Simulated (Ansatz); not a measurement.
Reaction (cleavage of the B–Ga bond): `[BH2][GaH][CH3]` + `CN[SiH2][SiH3]` → `BN(C)[SiH2][SiH3]` + `[CH3][GaH2]`

Calculated with Ansatz (gas phase, PBE0-D4/def2-TZVP geometries, no zero-point term in ΔE). CCSD(T)/CBS adds triple-zeta CCSD(T) − MP2 to the extrapolated MP2 energy (def2 sets, frozen cores). For Ga outer-core shells are correlated without core-valence functions, which leaves a few kJ/mol of doubt a bond. Scalar relativity is left out up to krypton. One conformer a species, not always the lowest.

`[BH2][GaH][CH3]`:

```xyz
9

B     1.594    1.159   -0.456
Ga    0.129    0.197    0.644
C    -1.264   -0.983   -0.113
H     1.439    2.258   -0.909
H     2.661    0.659   -0.679
H     0.073    0.378    2.216
H    -1.237   -1.049   -1.200
H    -1.145   -1.989    0.301
H    -2.251   -0.629    0.195
```

`CN[SiH2][SiH3]`:

Z-matrix (Å, degrees):
```
C
N 1 1.448
H 1 1.093 2 109.5
H 1 1.093 2 110.8 3 -117.7
H 1 1.098 2 113.9 3 120.2
Si 2 1.722 1 122.6 3 -37.9
H 2 1.008 1 113.6 3 171.6
Si 6 2.354 2 115.3 1 -62.4
H 6 1.491 2 108.4 1 58.0
H 6 1.489 2 107.1 1 176.3
H 8 1.490 6 110.9 2 -61.9
H 8 1.490 6 111.2 2 177.7
H 8 1.491 6 110.9 2 57.6
```

`BN(C)[SiH2][SiH3]`:

```xyz
15

B     0.071   -1.317   -1.042
N    -0.715   -0.437   -0.301
C    -2.170   -0.531   -0.288
Si   -0.023    0.852    0.673
Si    2.310    0.890    0.561
H     1.265   -1.200   -1.022
H    -0.452   -2.180   -1.690
H    -2.493   -1.359   -0.918
H    -2.543   -0.700    0.727
H    -2.627    0.391   -0.662
H    -0.481    0.675    2.082
H    -0.594    2.150    0.210
H     2.780    1.127   -0.828
H     2.895   -0.375    1.077
H     2.778    2.015    1.420
```

`[CH3][GaH2]`:

Cartesian coordinates in Å:
```
C 0.866 -0.142 -0.221
Ga -1.015 0.194 0.242
H 1.089 -1.201 -0.046
H 1.083 0.075 -1.267
H 1.541 0.434 0.416
H -1.440 0.360 1.749
H -2.123 0.279 -0.873
```

```tsv
species	MP2/def2-TZVPP energy (Eh)
`[BH2][GaH][CH3]`	-1989.78214
`CN[SiH2][SiH3]`	-676.13573
`BN(C)[SiH2][SiH3]`	-701.54076
`[CH3][GaH2]`	-1964.44413
```

Problem. Work out ΔE.

Solution. ΔE = (-701.54076) + (-1964.44413) − (-1989.78214) − (-676.13573) = -0.06702 Eh = -176.0 kJ/mol. CCSD(T)/CBS gives -165.5 kJ/mol.

Largest T1 diagnostic among the species: 0.013.

In def2-TZVPP, CCSD(T) changes the Hartree–Fock value by −9.7 kJ/mol (the triples alone add −3.5 kJ/mol) and MP2 by −16.2 kJ/mol. The D4 term adds −6.6 kJ/mol with B3LYP and −3.4 kJ/mol with PBE0; it sums over pairs of atoms, weighted by their polarisabilities, and B3LYP, whose exchange is more repulsive, gets the larger term. At CCSD(T), def2-SVP lies −23.0 kJ/mol from the extrapolated value and def2-TZVPP −4.0 kJ/mol.

B3LYP here is the variant with VWN-RPA as its local correlation; programs differ in this.
